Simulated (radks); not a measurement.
Task: These are the eigenvalues of the occupied orbitals of an atom or ion with whole-number occupations (eV). All-electron calculation, non-relativistic Kohn-Sham, LDA (Slater exchange, Perdew-Wang correlation), spin-unpolarised, spherical densities, point nucleus. Program: a radial shooting solver on a logarithmic mesh with Libxc functionals.

orbital  eigenvalue
1s        -3359.119
2s        -718.2313

Which element is it, and in what charge state? The configuration may be excited.

Result: Z = 17, chlorine, charge +13: Cl13+ in [He] 2s2. The 1s level, -123.45 hartree, gives Z - s = 15.7 by -(Z - s)^2/2, which with screening narrows Z to a few neighbours, and the depths must fix Z and the occupations together.
